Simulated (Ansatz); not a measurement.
Molecule: NO2, net charge -1, singlet state. It need not be the lowest isomer of its formula. Whether it binds its extra electron was not tested at this geometry. 
Coordinates optimised at B3LYP-D3(BJ)/def2-TZVP (Ansatz, an electronic-structure program):
```xyz
3

O      0.8460    -0.6824    -0.0378
N      0.2165     0.4063    -0.0289
O     -1.0354     0.3269     0.0631
```
Charge -1, spin multiplicity 1.

Parts of the frozen-core correlation energy in cc-pVDZ (Ansatz, hartree). Frozen orbitals: 3; correlated occupied orbitals by spin: 9 and 9; virtual: 30 and 30. No spin-orbit coupling. Non-relativistic.

| term | value |
|---|---|
| reference (HF) | -204.07658 |
| MP2 opposite-spin | (withheld) |
| MP2 same-spin | (withheld) |
| CCSD correlation | -0.53826 |
| (T) | (withheld) |
| CCSDT minus CCSD(T) | -0.00042 |
| T1 diagnostic | 0.022 |
| largest doubles amplitude | 0.103 |

**Question.** Fill in the missing entries.

**Answer.** 
- MP2 opposite-spin, value: -0.38819
- MP2 same-spin, value: -0.14973
- (T), value: -0.01954
